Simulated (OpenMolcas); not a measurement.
Zr: the spin-orbit constant, worked from levels

```yaml
Program: OpenMolcas
Basis: ANO-RCC-VTZP [7s6p4d2f1g]
Scalar_Hamiltonian: DKH2, point nucleus
Active_space: 4 electrons in 6 orbitals (4d 5s)
State_averaging: 2S+1 = 3 even, 71 roots; 2S+1 = 5 even, 15 roots kept (CI in the orbitals of an earlier block); 2S+1 = 1 even, 55 roots kept (CI in the orbitals of an earlier block)
Spin-orbit_coupling: state interaction with AMFI integrals over the reference wave functions, term energies averaged over their components
```

Methods: CASSCF; XMS-CASPT2, IPEA 0.25 Eh, imaginary shift 0.1 Eh (closed shells correlated: 4s 4p). Measured levels: NIST Handbook of Basic Atomic Spectroscopic Data.

**The spin-orbit constant.** For the Hund term 3F of d2, E(J) = (A/2) J(J+1) + constant and ζ = 2S·A = 2A. From J = 2 to J = 4 the energy changes by 7 A.

| Source | E(4) - E(2) | A | ζ |
| --- | --- | --- | --- |
| CASSCF | 977.3 | 139.6 | 279 |
| XMS-CASPT2 | 1026.3 | 146.6 | 293 |
| measured | 1240.8 | 177.3 | 355 |

All in cm-1. XMS-CASPT2 is off by -17.3 % and CASSCF by -21.2 %. Both methods take the spin-orbit matrix elements from the reference wave functions, so the second can move ζ only through the term energies and any multistate remixing. Second-order mixing with other terms is absorbed into this ζ.

CASPT2 does not keep the components of a term degenerate, so their means are used; among the terms shown or strongly mixed into the levels shown the widest spread is 3000 cm-1 (4d2 5s2 3F, XMS-CASPT2). Over all roots computed the reference weight is 0.80 to 0.90 in XMS-CASPT2; the roots of lowest weight are the least certain, and an intruder state may touch them. Configurations are named by rounded mean occupations; where the s occupation lies near a half they are strongly mixed, a name can repeat and a true partner stay unpaired. Without dynamic correlation excited terms often stand tens of per cent too high (terms of higher spin than the ground term too low), and those without a measured partner can miss by more than the paired ones (holds for CASSCF). The lowest computed level is not the ground level that NIST lists (3F2) (holds for CASSCF). Computed and measured levels are paired by configuration, term and J; levels that our copy of the source lacks, or whose pairing is in doubt (as where it misses far off the trend of its configuration), stay unpaired and out of the deviations. Levels of configurations outside the active space are missing.
